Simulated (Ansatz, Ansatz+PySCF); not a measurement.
```csv
atom,x (Å),y (Å),z (Å)
Si,0.0000,0.0000,-1.0794
Si,0.0000,0.0000,1.0794
H,0.0000,-1.2913,-1.5545
H,-1.1183,0.6456,-1.5545
H,1.1183,0.6456,-1.5545
H,0.0000,1.2913,1.5545
H,-1.1183,-0.6456,1.5545
H,1.1183,-0.6456,1.5545
```

Basis set: def2-SVP (spherical functions). Correlated methods keep 10 orbitals frozen. Charge 0, multiplicity 1.

Computed with Ansatz (development build ahead of 0.2.0); each method stands on the lowest determinant of its kind that the runs found. Restricted open shells among the atoms or ions are ROHF, correlated in semicanonical orbitals with singles.

Question: Give the atomization energy at this shape (free ground-state atoms in the same class of orbitals less the molecule, no zero-point energy) of singlet Si₂H₆ by RHF-CCSD(T), RHF-MP2, RHF, UHF.

Answer:

```csv
method,atomization energy
RHF-CCSD(T),1994.5 kJ/mol
RHF-MP2,1951.4 kJ/mol
RHF,1629.2 kJ/mol
UHF,1611.8 kJ/mol
```

Caution: the shape is not the minimum.
